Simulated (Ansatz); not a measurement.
Ansatz (a quantum-chemistry and plane-wave program) input file for Sn(Br)2 anion (Br2Sn), SMILES [Br][Sn][Br] (connectivity only; charge and spin as stated), charge -1, multiplicity 2, PBE0/def2-SVPD. Geometry: r2SCAN-D4/def2-SVPD. The spin state was assumed, not searched. The isomer is the one that the SMILES or the coordinates give; other isomers of the formula were not compared. The def2 effective core potentials stand for the cores of Sn; spin–orbit coupling is left out.

Ansatz 0.2 input:
```yaml
crystal:
  periodic: [false, false, false]
  atoms:
    - {symbol: Sn, position_ang: [0.00000000, 0.00000000, 1.01726301]}
    - {symbol: Br, position_ang: [0.00000000, -2.06370863, -0.72661643]}
    - {symbol: Br, position_ang: [0.00000000, 2.06370862, -0.72661644]}
basis:
  gaussian:
    orbitals: def2-SVPD
hamiltonian:
  xc: {name: PBE0}
total_charge: -1
magnetization: {spin_polarized: true, initial_magnetization: 1}
```

Output:

```
WARN ansatz: RAYON_NUM_THREADS=1 ignored (pool sized by the plan → 1); use --threads N
Functional definition: PBE0
integrals: 0.08 GiB planned
1212 factors; integrals over basis functions are off by at most 2.3e-4 eV
mean field: 1.27 GiB planned
mean field evaluation 1: about -145895.7808 eV, gradient 1.2e1 eV
mean field evaluation 2: about -145895.8597 eV, gradient 1.0e1 eV
mean field evaluation 4: about -145896.2362 eV, gradient 2.6e-1 eV
mean field evaluation 8: about -145896.2654 eV, gradient 5.9e-3 eV
mean field evaluation 16: about -145896.2654 eV, gradient 1.1e-5 eV
mean field -145896.26542816 eV, -5361.5888624442 hartree, gradient 1.1e-5 eV, S^2 0.754144; 0 other end points of the search recorded, 0 dependent functions left out
reference -145896.26545640 eV, -5361.5888634822 hartree; 47, 46 occupied and 67, 68 virtual orbitals, 1212 factors
Total energy: -145896.26545640 eV, -5361.5888634822 hartree
```

The calculation finished and met its thresholds.

Cost: roughly 5 core-seconds.
